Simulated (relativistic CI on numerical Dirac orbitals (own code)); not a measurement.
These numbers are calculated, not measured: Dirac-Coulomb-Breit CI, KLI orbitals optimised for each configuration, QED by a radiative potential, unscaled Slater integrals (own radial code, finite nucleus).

CI space (outside the closed core 1s2): 2s²2p⁵, 2s2p⁶, 2p⁶3s, 2s²2p⁴3s, 2p⁶3p, 2p⁶3d, 2s²2p⁴3p, 2s²2p⁴3d, 2s2p⁵3s, 2s2p⁵3p, 2s2p⁵3d, 2s²2p⁴4s, 2s²2p⁴4p, 2s²2p⁴4d, 2s²2p⁴4f, 2s²2p³3s², 2s2p⁵4s, 2s²2p³3s3p, 2s2p⁵4p, 2s²2p⁴5s, 2s²2p⁴5p, 2s²2p³3s3d, 2s2p⁵4d, 2s²2p³3p², 2s²2p⁴5d, 2s²2p⁴5f, 2s2p⁵4f, 2s²2p⁴5g, 2s²2p³3p3d, 2s2p⁴3s², 2s²2p³3d², 2s2p⁴3s3p, 2s2p⁴3s3d, 2s2p⁴3p², 2s2p⁵5s, 2s2p⁴3p3d. Levels of other configurations are missing.

At this charge energies of transitions that change n are usually good to better than 1 %, and those within a shell (Δn = 0) to a few per cent.

Outline of the computed level scheme of W LXVI. Lowest level of each configuration: 2s²2p⁵ ²P°3/2 at 0.0 eV; 2s2p⁶ ²S1/2 at 1870.1 eV; 2s²2p⁴3s ⁴P5/2 at 8451.1 eV; 2s²2p⁴3p ⁴P°3/2 at 8587.8 eV; 2s²2p⁴3d ⁴D3/2 at 9125.2 eV; 2s2p⁵3s ⁴P°5/2 at 10256.6 eV; 2s2p⁵3p ⁴P3/2 at 10400.9 eV.

Some strong electric-dipole decays among the lowest 45 levels: 2s²2p⁴3d ²P3/2 → 2s²2p⁵ ²P°3/2 (2.0e+15 s⁻¹); 2s²2p⁴3d ²D5/2 → 2s²2p⁵ ²P°3/2 (1.6e+15 s⁻¹); 2s²2p⁴3d ²D5/2 → 2s²2p⁵ ²P°3/2 (1.1e+15 s⁻¹); 2s²2p⁴3d ²P1/2 → 2s²2p⁵ ²P°3/2 (7.8e+14 s⁻¹); 2s2p⁵3p ²D5/2 → 2s²2p⁵ ²P°3/2 (5.6e+14 s⁻¹); 2s²2p⁴3d ⁴P1/2 → 2s²2p⁵ ²P°3/2 (3.5e+14 s⁻¹); 2s²2p⁴3s ²P3/2 → 2s²2p⁵ ²P°3/2 (2.3e+14 s⁻¹); 2s2p⁵3p ⁴P3/2 → 2s²2p⁵ ²P°3/2 (2.0e+14 s⁻¹).

LS names give the leading component of a level, which can be under half, so a name can repeat, a term be missing and a line seem to break the LS rules.
